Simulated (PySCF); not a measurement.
Working out the ionisation energy of Cu

Cu [Ar] 3d10 4s1 (2S) → Cu⁺ [Ar] 3d10 (1S). All numbers are calculated (PySCF 2.14, no relativity, point nucleus, in 6-31G*). Frozen: [Ar]. Energies in hartree (1 hartree = 27.21139 eV):

```json
{"part": "UHF", "Cu (lower)": "-1638.563759", "Cu⁺ (upper)": "-1638.350384"}
{"part": "CCSD correlation", "Cu (lower)": "-0.227608", "Cu⁺ (upper)": "-0.213289"}
{"part": "(T)", "Cu (lower)": "-0.007289", "Cu⁺ (upper)": "-0.005730"}
```

Q: What does Hartree-Fock give?

A: (-1638.350384) − (-1638.563759) = 0.213375 hartree = 5.806 eV.

Q: What do CCSD and CCSD(T) give?

A: The CCSD correlation energies differ by 0.014319 hartree = 0.390 eV and the triples by 0.001559 hartree = 0.042 eV, so CCSD gives 6.196 eV and CCSD(T) 6.238 eV.

Measured between the centres of the two terms (NIST): 7.726 eV, so CCSD(T) (valence) is off by -1.488 eV.

The calculation is non-relativistic.

What remains against the reference includes basis incompleteness, the frozen core and higher excitations.
